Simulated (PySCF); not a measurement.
C6H8N2.
Z-matrix (Å and degrees, GFN2-xTB geometry), rows numbered from 1:
```
C 
C   1  1.4927
C   2  1.3885  1  122.14
N   3  1.3247  2  123.07  1   179.92
C   4  1.3187  3  116.27  2     0.00
N   5  1.3191  4  126.30  3     0.05
C   6  1.3274  5  117.75  4    -0.08
C   7  1.4927  2  122.06  1    -0.01
H   1  1.0897  2  110.45  3  -120.50
H   1  1.0875  2  110.55  3    -0.03
H   1  1.0896  2  110.47  3   120.45
H   3  1.0839  2  121.05  1    -0.09
H   5  1.0822  4  117.00  3  -179.99
H   8  1.0891  7  110.34  2   -59.64
H   8  1.0858  7  109.27  2   179.96
H   8  1.0891  7  110.38  2    59.54
```

Computed geometry: GFN2-xTB, gas phase.

Take the most abundant isotopes and a rigid rotor. 

(1) Give the principal moments of inertia and the rotational constants in MHz.

(2) What kind of rotor is it?

(3) What does the inertial defect say?

(4) Give the coordinates in the principal-axis frame, origin at the centre of mass.

## Answers

(1) Ia = 153.90, Ib = 218.45, Ic = 366.10 u·Å²; 505379 MHz·u·Å²/I gives A = 3284, B = 2313, C = 1380 MHz.

(2) An asymmetric top; Ray's κ = -0.020.

(3) Not planar: Δ = Ic − Ia − Ib = -6.25 u·Å². For a rigid frame Δ = −2 Σ m c², so Σ m c² = 3.12 u·Å² lies off the ab plane, practically all of it from hydrogen. The atom farthest from that plane is 0.88 Å away.

(4) The sense of each axis is arbitrary; atoms in the order of the calculation.
```
atom  mass (u)   a (Å)   b (Å)   c (Å)
  C1    12.000  -1.804   1.496   0.000
  C2    12.000  -0.531   0.717  -0.001
  C3    12.000   0.713   1.334   0.000
  N4    14.003   1.854   0.661   0.000
  C5    12.000   1.756  -0.654   0.001
  N6    14.003   0.637  -1.354  -0.001
  C7    12.000  -0.510  -0.686  -0.001
  C8    12.000  -1.763  -1.497   0.001
  H9     1.008  -2.399   1.252   0.880
 H10     1.008  -1.598   2.564   0.002
 H11     1.008  -2.399   1.255  -0.880
 H12     1.008   0.801   2.414  -0.001
 H13     1.008   2.681  -1.216   0.001
 H14     1.008  -2.360  -1.270   0.882
 H15     1.008  -1.506  -2.552   0.000
 H16     1.008  -2.363  -1.269  -0.879
```

Whether it is a minimum is left open (no frequencies). No vibrational averaging or centrifugal distortion is included, and the geometry carries the error of its method.
